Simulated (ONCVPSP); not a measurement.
Before and after: ONCV potential for oxygen

O, optimised norm-conserving Vanderbilt (ONCV), made with ONCVPSP 4.0.1 (PBEsol, scalar-relativistic). Core [He], reference 2s2 2p2 (charge +2). Waves: 2s: rc 0.95 bohr, ncon 3, nbas 7, qcut 6.1 1/bohr, 2 projectors, debl 1.7 Ha; 2p: rc 0.95 bohr, ncon 4, nbas 7, qcut 11.7 1/bohr, local. Local part: the p channel. Core correction: none.

In the s channel the program set the typed energies aside and used -2.136, 0.250 Ha.

All-electron outer shells of the reference configuration (PBEsol, scalar-relativistic, ld1.x):

| shell | level (eV) | outermost node (bohr) | outermost maximum (bohr) |
| --- | --- | --- | --- |
| 1s | -555.75 | – | 0.13 |
| 2s | -58.13 | 0.28 | 0.84 |
| 2p | -43.11 | – | 0.75 |

Change: all radii scaled by about 1.03 (s 0.98, p 0.98 bohr).

Cutoffs: the cutoffs (Ha) at which the residual kinetic energy of the hardest occupied pseudo-wave falls to 1 and 0.1 mHa per electron; they do not see the model core or the augmentation charge, which bear on the density cutoff. Errors are all-electron minus pseudo energies relative to the spin-unpolarised reference configuration.

Problem. How do hardness, ghosts and transferability respond?

Solution. The potential gets softer (122 Ha and 208 Ha → 85 Ha and 188 Ha); the errors of the 4 common tests hardly move; neither file shows a bound ghost. A larger radius leaves more room for a smooth pseudo-wave, so fewer plane waves are needed.

```tsv
quantity	base	changed
cutoff, loose	122 Ha	85 Ha
cutoff, tight	208 Ha	188 Ha
loose cutoff by channel	s 122 Ha, p 57 Ha	s 85 Ha, p 55 Ha
bound ghosts	none	none
GHOST(+) flags under 300 eV	none	none
error for 2s2 2p4, meV [ΔE -49.84 eV]	+40	+43
error for 2s2 2p3, meV [ΔE -33.48 eV]	+20	+22
error for 2s2 2p1, meV [ΔE 53.71 eV]	+60	+64
error for 2s0 2p6, meV [ΔE -20.09 eV]	+291	+321
```
